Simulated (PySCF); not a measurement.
TlC, PBE0: how much the basis matters

PySCF, UKS reference; quartet, unpaired electrons σ ↑, π ↑↑; De to Tl + C without counterpoise correction.

```
                     basis                           relativity  functions  Re (Å)  ωe (cm⁻¹)  De (eV)  μ (D)
        cc-pVDZ-PP/cc-pVDZ  scalar-relativistic core potentials         37   2.292        427     2.71  -3.14
                  def2-SVP  scalar-relativistic core potentials         40   2.296        428     2.75  -3.21
                 def2-SVPD  scalar-relativistic core potentials         52   2.300        424     2.80  -3.36
aug-cc-pVDZ-PP/aug-cc-pVDZ  scalar-relativistic core potentials         55   2.300        418     2.74  -3.45
        cc-pVTZ-PP/cc-pVTZ  scalar-relativistic core potentials         69   2.274        431     2.78  -3.20
                def2-TZVPP  scalar-relativistic core potentials         81   2.267        431     2.80  -3.29
```

(1) How does each smaller set differ from the one with most functions, def2-TZVPP?

A positive dipole means Tl(−)C(+). Spin–orbit coupling is left out, which matters for elements this heavy, above all for dissociation energies. The state was picked by a PBE0 search and need not be the measured ground state.

Answers

(1) cc-pVDZ-PP/cc-pVDZ: +2.5 pm, -0.9 % in ωe, -0.09 eV in De; def2-SVP: +2.9 pm, -0.7 % in ωe, -0.05 eV in De; def2-SVPD: +3.3 pm, -1.6 % in ωe, +0.00 eV in De; aug-cc-pVDZ-PP/aug-cc-pVDZ: +3.3 pm, -3.0 % in ωe, -0.06 eV in De; cc-pVTZ-PP/cc-pVTZ: +0.7 pm, +0.0 % in ωe, -0.02 eV in De. All at PBE0; the set with most functions is neither the basis-set limit nor always the best.
